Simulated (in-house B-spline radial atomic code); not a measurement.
**Ba II (Ba+): [Ar] 3d10 4s2 4p5 4d10 5s2 5p6 6s1 10f1 (an excited or competing configuration)**

Computed with a radial B-spline atomic code at the basis-set limit: Dirac-Hartree-Fock, average of configuration, Fermi nucleus of rms radius 4.8378 fm.

Z_r = [3n² - l(l+1)]/(2<r>); Z_e = n√(-2ε); the last column is Slater's effective charge. Values are occupation-weighted means over j. An effective charge above Z reflects the relativistic contraction of the inner shells.

| shell | electrons | ε (eV) | <r> (bohr) | Z_r | Z_e | Slater |
| --- | --- | --- | --- | --- | --- | --- |
| 1s | 2 | -37690 | 0.02557 | 58.65 | 52.63 | 55.70 |
| 2s | 2 | -6088.5 | 0.1092 | 54.97 | 42.31 | 51.85 |
| 2p | 6 | -5466.1 | 0.09599 | 52.09 | 40.09 | 51.85 |
| 3s | 2 | -1354.4 | 0.2902 | 46.52 | 29.93 | 44.75 |
| 3p | 6 | -1148.6 | 0.2886 | 43.31 | 27.56 | 44.75 |
| 3d | 10 | -845.64 | 0.2656 | 39.54 | 23.65 | 34.85 |
| 4s | 2 | -303.56 | 0.6692 | 35.87 | 18.89 | 28.60 |
| 4p | 5 | -236.13 | 0.7135 | 32.23 | 16.66 | 28.60 |
| 4d | 10 | -129.55 | 0.7874 | 26.67 | 12.34 | 17.85 |
| 5s | 2 | -62.355 | 1.589 | 23.60 | 10.70 | 11.10 |
| 5p | 6 | -41.779 | 1.799 | 20.29 | 8.76 | 11.10 |
| 6s | 1 | -15.875 | 3.865 | 13.97 | 6.48 | 4.20 |
| 10f | 1 | -0.67311 | 57.61 | 2.50 | 2.22 | 2.00 |

The least bound orbital is 10f7/2 at -0.673 eV, and it is also the most diffuse (<r> = 57.63 bohr). The part-filled 4p shell lies below the filled 5p shell in orbital energy.

Spin-orbit splittings of the orbital energies (j = l + 1/2 above j = l - 1/2 when positive): 2p 383.1 eV, 3p 75.95 eV, 3d 15.96 eV, 4p 16.16 eV, 4d 2.831 eV, 5p 2.634 eV, 10f 0.0003557 eV.

For the 1s electron the small component carries 4.28 % of the norm, the zero-frequency Breit interaction raises the level by 97.69 eV, self-energy by 56.65 eV, and vacuum polarisation lowers it by 8.185 eV.
